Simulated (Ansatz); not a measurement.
`[SiH3]C(Cl)I` and `[SiH3]C([SiH3])I` differ in one atom or group.

Ansatz, PBE0-D4/def2-TZVP geometries, multiplicity 1. 

Elements past krypton have def2 core potentials.

| property | `[SiH3]C(Cl)I` |
| --- | --- |
| HOMO energy (ωB97M-V/def2-TZVPP) / eV | -9.71 |
| HOMO–LUMO gap (ωB97M-V/def2-TZVPP) / eV | 10.04 |
| HOMO energy (PBE/def2-TZVPP) / eV | -6.39 |
| HOMO–LUMO gap (PBE/def2-TZVPP) / eV | 3.88 |
| size of the dipole moment (PBE/def2-TZVPP) / D | 1.18 |
| LUMO energy (PBE0/def2-TZVPP) / eV | -1.62 |

Problem. Give the same properties after the change, and the shifts. (Estimate.)

Solution. Computed: 
```json
{"property": "HOMO energy (ωB97M-V/def2-TZVPP) / eV", "`[SiH3]C([SiH3])I`": "-9.50", "shift": "0.21"}
{"property": "HOMO–LUMO gap (ωB97M-V/def2-TZVPP) / eV", "`[SiH3]C([SiH3])I`": "9.98", "shift": "-0.06"}
{"property": "HOMO energy (PBE/def2-TZVPP) / eV", "`[SiH3]C([SiH3])I`": "-6.25", "shift": "0.14"}
{"property": "HOMO–LUMO gap (PBE/def2-TZVPP) / eV", "`[SiH3]C([SiH3])I`": "3.93", "shift": "0.05"}
{"property": "size of the dipole moment (PBE/def2-TZVPP) / D", "`[SiH3]C([SiH3])I`": "0.94", "shift": "-0.24"}
{"property": "LUMO energy (PBE0/def2-TZVPP) / eV", "`[SiH3]C([SiH3])I`": "-1.42", "shift": "0.20"}
```

Dipoles are sizes alone; their direction can turn.

Spin–orbit coupling is left out; it splits and shifts lone-pair levels of the heavy atoms by tenths of an eV.
